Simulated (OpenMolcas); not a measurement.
# BBr2Cl (dibromo(chloro)borane): a line through the functionals

BBr2Cl: 4 atoms, total charge 0, spin state singlet. SMILES: `ClB(Br)Br`. Geometry: relaxed at PBE0-D4/def2-TZVP.

The vertical energy of the triplet above the singlet y, in eV, basis 6-31G(d); a is the functional's share of exact exchange. Programs: OpenMolcas 26.06.

| functional | program | a | y (eV) |
| --- | --- | --- | --- |
| revPBE | OpenMolcas | 0 | 4.46 |
| BLYP | OpenMolcas | 0 | 4.49 |
| B3LYP | OpenMolcas | 0.2 | ? |
| PBE0 | OpenMolcas | 0.25 | 4.80 |
| BHLYP | OpenMolcas | 0.5 | 5.17 |

Fit y = c + s·a to the known rows and predict B3LYP.


1. Means of the 4 rows: a = 0.1875, y = 4.730.
2. Σ(Δa)² = 0.17188, Σ(Δa·Δy) = 0.2375, so the slope is 0.2375/0.17188 = 1.3818.
3. Intercept: 4.730 − (1.3818) × 0.1875 = 4.471. The largest residual of the fit is 0.019.
4. B3LYP: 4.471 + (1.3818) × 0.2 = 4.75 eV.

The run gave 4.78 eV, so the prediction is off by -0.03 eV, more than the scatter of the fit. Spin-orbit coupling is left out.
